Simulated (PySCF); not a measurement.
An unknown shows these calculated signals:

¹H NMR (400 MHz, computed): δ 8.96 (d, J = 2.4 Hz, 1H), 8.79 (dd, J = 5.3, 1.5 Hz, 1H), 7.82 (ddd, J = 8.7, 2.4, 1.5 Hz, 1H), 7.65 (m, 2H), 7.62 (m, 2H), 7.53 (m, 1H), 7.33 (dd, J = 8.7, 5.3 Hz, 1H).

¹³C{¹H} NMR (computed): δ 154.6 (CH), 154.5 (CH), 144.4 (C), 141.7 (C), 139.5 (CH), 134.6 (CH), 133.5 (CH), 133.1 (CH), 128.2 (CH).

Theory: PBE0-D3(BJ)/def2-SVP structure, couplings computed with B3LYP/pcJ-1 (without the spin–dipole term), shielding tensors at PBE0/pcSseg-1 (GIAO), in PySCF (no relativistic terms, single conformer, equivalent nuclei averaged, isolated molecule).

Referencing at the same level of theory: ¹H (σref 31.27), ¹³C (σref 184.41) against TMS.

Task: Which of these does the molecule contain: an amide, an OH group, a heteroaromatic ring, a tert-butyl group, a benzene ring?

Result: 
- An amide: no.
- An OH group: no.
- A heteroaromatic ring: yes.
- A tert-butyl group: no.
- A benzene ring: yes.

The data belong to SMILES c1ccc(-c2cccnc2)cc1, C$_{11}$H$_{9}$N; they needn't prove each group on their own.

Carbon signals by region: 9 in the sp2 and nitrile region (100–160 ppm).

Splittings below 1 Hz are ignored in the labels, and close J values are merged. Couplings among chemically equivalent protons are left out too, so labels in AA′BB′ or AA′XX′ sets are apparent multiplicities. Unscaled 3J(H,H) at this level run about 10 % above measured values. Shifts are as computed. Against solution values, carbons near 30 ppm lie about +2 ppm off and those near 130 ppm about +5 ppm. Of 1211 compounds with measured shifts, 218 miss one by over three times the rms of a fit or turn the order of signals round; such compounds aren't used in these exercises.
